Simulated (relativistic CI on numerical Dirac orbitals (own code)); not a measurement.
Judd-Ofelt analysis for Pm⁴⁺

These numbers are calculated, not measured: Dirac-Coulomb-Breit CI, separate exchange-only KLI orbitals for each configuration, model QED (radiative potential, 1s self-energy scaled to tabulated hydrogen-like ionisation energies), valence Slater integrals scaled by 0.8 (own radial code, finite nucleus).

Configuration 4f3 alone, in intermediate coupling. Take Ω₂ = 2.39, Ω₄ = 1.8, Ω₆ = 2.44 (10⁻²⁰ cm²) and refractive index n = 1.58 as given. A_ED = 64π⁴e²ν³ n(n² + 2)²/[27h(2J + 1)] Σ Ω_λ |U^λ|², in Gaussian units with ν in cm⁻¹, and A_MD is n³ times the free-ion magnetic-dipole rate; a dash marks a rate that is forbidden or under 2 % of the level's free-ion decay.

Emitting level 4I°_15/2 at 7457 cm⁻¹ (radiative decay alone: multiphonon quenching in a host is left out, and the level can lie too high or too low):

| To | ν (cm⁻¹) | U² squared | U⁴ squared | U⁶ squared | Free-ion A(M1) (s⁻¹) |
| --- | --- | --- | --- | --- | --- |
| 4I°_9/2 | 7457 | 0.0000 | 0.0000 | 0.0469 | - |
| 4I°_11/2 | 5055 | 0.0000 | 0.0106 | 0.4206 | - |
| 4I°_13/2 | 2552 | 0.0194 | 0.1194 | 1.4404 | 0.531 |

Give the rates, branching ratios and the radiative lifetime.

The rates are:

| To | λ (nm) | A_ED (s⁻¹) | A_MD (s⁻¹) | β (%) |
| --- | --- | --- | --- | --- |
| 4I°_9/2 | 1341 | 7.61 | 0 | 18.4 |
| 4I°_11/2 | 1978 | 21.7 | 0 | 52.3 |
| 4I°_13/2 | 3919 | 10.1 | 2.09 | 29.3 |

τ_rad = 2.41e-02 s. Computed level positions enter as ν³, so measured ones would change the rates. For the strongest line (1978 nm) and an assumed effective width Δλ = 120 nm (300 cm⁻¹), the Füchtbauer-Ladenburg formula σ = λ⁴A/(8πcn²Δλ) gives a peak emission cross-section of 0.15 × 10⁻²⁰ cm².
